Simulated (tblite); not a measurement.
C₈H₆N (doublet state).
SMILES with atom numbers: `[CH2:1]=[C:2]1[C:3]=[C:4]([CH2:5][C:6]#[N:7])[CH:8]=[CH:9]1` (hydrogens: H10, H11 on C1; H12, H13 on C5; H14 on C8; H15 on C9)

Geometry (GFN2-xTB, Å), atoms numbered from 1 in this order:
```
atom  x, y, z in Å
C1    -2.812    0.955    0.162
C2    -1.600    0.421    0.011
C3    -0.457    0.496    0.899
C4     0.585   -0.182    0.419
C5     1.953   -0.386    0.987
C6     2.941    0.175    0.097
N7     3.706    0.620   -0.625
C8     0.157   -0.741   -0.882
C9    -1.118   -0.392   -1.119
H10   -3.580    0.817   -0.581
H11   -3.069    1.542    1.027
H12    2.161   -1.457    1.099
H13    2.038    0.096    1.964
H14    0.811   -1.324   -1.506
H15   -1.721   -0.632   -1.975
```

Calculated harmonic vibrations of the isolated species, GFN2-xTB (tblite), most abundant isotopes, no scaling. The method is semi-empirical: single wavenumbers can be off by several per cent or more. One conformer, not necessarily the lowest. Open shells enter through the occupations alone, without spin polarisation, and single modes of such species can be off by tens of per cent.

Harmonic wavenumbers (cm⁻¹): 29.4, 83.5, 146.4, 241.8, 268.5, 362.6, 372.6, 411.7, 480.0, 592.4, 644.0, 668.7, 687.4, 804.0, 837.9, 873.2, 904.9, 917.4, 923.8, 975.6, 1002.4, 1073.5, 1107.3, 1167.7, 1209.4, 1248.1, 1253.1, 1390.8, 1404.2, 1563.5, 1645.7, 1678.9, 2412.9, 2929.4, 2973.2, 3101.9, 3119.1, 3132.1, 3146.5.

A = 4887, B = 934.1, C = 870.6 MHz; mass 116.050 u (most abundant isotopes); point group C1, symmetry number 1; spin multiplicity 2.

Q: What is the zero-point energy?

A: Half the sum of the wavenumbers: 23893 cm⁻¹ = 68.31 kcal/mol.

Q: Entropy at 350 K, 1 bar (ideal gas, RRHO, classical rotation)?

A: Translation 40.98, rotation 29.26, vibration 26.88, spin (R ln 2) 1.38: S = 98.5 cal/(mol K).

Q: And Cp and H(350 K) − H(0)?

A: Cp = 37.00 cal/(mol K), of which vibrations give 29.05 (their classical limit is 39 R = 77.5); H(350 K) − H(0) = 7.69 kcal/mol without the zero-point energy, 4.90 from vibrations.

Q: Which modes carry the vibrational entropy at 350 K?

A: 29.4 cm⁻¹: 6.19; 83.5 cm⁻¹: 4.12; 146.4 cm⁻¹: 3.03; 241.8 cm⁻¹: 2.08; 268.5 cm⁻¹: 1.89; 362.6 cm⁻¹: 1.37 cal/(mol K); the other 33 give 8.20 together.

Q: What must be added to the electronic energy to get the Gibbs energy at 350 K and 1 bar?

A: ZPE + [H(350 K) − H(0)] − T·S = 68.31 + 7.69 − 34.47 = 41.53 kcal/mol.

Q: Blend soft modes into free rotors: weight 1/[1 + (100 cm⁻¹/ν̃)⁴] for the oscillator and the rest for a rotor with moment μB/(μ + B), μ = h/(8π²ν), B = 10⁻⁴⁴ kg m². What vibrational entropy results?

A: 24.25 cal/(mol K) in place of 26.88, which changes −T·S at 350 K by +0.92 kcal/mol.

Q: How do the functions run with temperature in this model?

A: 
```
 T (K)  S (cal/(mol K))  Cp (cal/(mol K))  H − H(0) (kcal/mol)  G − H(0) (kcal/mol)  ln q(vib)
    50             59.4              11.8                 0.49                -2.48       0.67
   100             68.6              15.4                 1.17                -5.69       1.62
298.15             92.9              32.6                 5.88               -21.83       5.44
373.15            100.9              38.9                 8.56               -29.10       6.94
   500            113.6              47.7                14.08               -42.72       9.52
   750            135.3              59.3                27.58               -73.92      14.50
  1000            153.5              66.6                43.39              -110.08      19.15
```

q(vib) and H(0) count from the zero-point level.

Hindered rotation and anharmonicity are outside this model. Other conformers, if any are populated, would add a mixing term that is left out. The structure is chiral; the term R ln 2 for an equal mix with its mirror image is left out.

Time: 0.47 s wall. Hardware: an Arm Neoverse V1 with one thread, no GPU, on a shared host. This covers the Hessian and the dipole derivatives.
